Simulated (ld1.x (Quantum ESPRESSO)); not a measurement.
# u(r) = r·R(r): atom against pseudo-atom (krypton)

Columns: radius, all-electron u(r) and pseudo u(r) of the 4s shell (level -23.22 eV) of krypton in the configuration [Ar] 3d10 4s2 4p6; LDA (PZ), scalar-relativistic, ultrasoft scheme, ld1.x (Quantum ESPRESSO) 7.5.

```tsv
r (bohr)	all-electron	pseudo
0.080	-0.1739	-0.0497
0.160	-0.2263	-0.1008
0.240	0.1027	-0.1546
0.320	0.3721	-0.2120
0.400	0.4558	-0.2736
0.480	0.3829	-0.3393
0.560	0.2167	-0.4087
0.640	0.0115	-0.4806
0.720	-0.1964	-0.5533
0.800	-0.3859	-0.6250
0.880	-0.5465	-0.6932
0.960	-0.6748	-0.7554
1.040	-0.7712	-0.8093
1.120	-0.8383	-0.8526
1.200	-0.8800	-0.8835
1.280	-0.9002	-0.9005
1.360	-0.9029	-0.9029
1.440	-0.8917	-0.8917
1.520	-0.8697	-0.8697
1.600	-0.8397	-0.8397
1.680	-0.8039	-0.8039
1.760	-0.7644	-0.7644
1.840	-0.7225	-0.7225
1.920	-0.6795	-0.6795
2.000	-0.6364	-0.6364
2.080	-0.5938	-0.5938
```

(1) How many radial nodes do the two functions have?

(2) At about which radius was the pseudo-wave matched?

(3) Is the pseudo-wave norm-conserving?

Answers

(1) The all-electron 4s function has n − l − 1 = 3 (the table is too coarse to show those close to the nucleus); the pseudo-wave has 0, since the states of the same l below it are removed with the core.

(2) 1.35 bohr, where the columns begin to agree (steps of 0.08 bohr).

(3) No, it belongs to an ultrasoft set: the norm inside the radius is not constrained, and the difference is carried by the augmentation charge.
